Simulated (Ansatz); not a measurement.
ClH₂O₂Sc, SMILES `[OH][Sc]([OH])[Cl]`, relaxed with RKS PBE0-D4/def2-TZVP in the Gaussian-basis code of Ansatz from a PBE-D4/def2-SVP geometry. The force threshold is 0.005 eV/Å; the program also tests the step.

The species carries charge 0 and has multiplicity 1.

Start:

```xyz
6

O     0.653    0.322   -1.603
Sc    0.265   -0.319    0.098
O    -1.132    0.456    1.028
Cl    1.542   -2.036    1.010
H     0.417    0.961   -2.294
H    -1.745    0.615    1.761
```

| step | energy (eV) | largest force (eV/Å) | largest move (Å) |
| --- | --- | --- | --- |
| 1 | -37343.7541 | 0.713 | 0.000 |
| 2 | -37343.7668 | 0.202 | 0.008 |
| 3 | -37343.7690 | 0.086 | 0.011 |
| 4 | -37343.7721 | 0.218 | 0.022 |
| 5 | -37343.7799 | 0.072 | 0.071 |
| 6 | -37343.7806 | 0.568 | 0.099 |
| 7 | -37343.7872 | 0.058 | 0.097 |
| 8 | -37343.7885 | 0.004 | 0.027 |
| 9 | -37343.7885 | 0.032 | 0.007 |
| 10 | -37343.7885 | 0.001 | 0.003 |

End:

```xyz
6

O     0.524    0.412   -1.543
Sc    0.243   -0.308    0.135
O    -1.113    0.335    1.213
Cl    1.604   -2.032    0.896
H     0.578    0.854   -2.385
H    -1.836    0.739    1.684
```

It took 25 s on 2 threads of a server CPU on a shared host, with 0.4 GiB of host memory at the peak.
